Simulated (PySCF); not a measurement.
Vertical excitations of a molecule C2H9NOSi from TDA-PBE/def2-SVPD (PySCF 2.14.0), as energy in eV (oscillator strength): 5.99 (0.050), 6.27 (0.013), 6.47 (0.030), 6.65 (0.005), 6.68 (0.016), 6.95 (0.004), 7.24 (0.001), 7.35 (0.014), 7.61 (0.075), 7.72 (0.011). Lowest triplet (TDA): 5.78 eV. Geometry: r2SCAN-D4/def2-SVP. The values are those of a single conformer.

### Question
Which molecule gave these data?
A. CN[Si@H](C)O
B. CNC[SiH2]O
C. C[C@H](N)[SiH2]O
D. CC[Si@@H](N)O

### Answer
D, CC[Si@@H](N)O
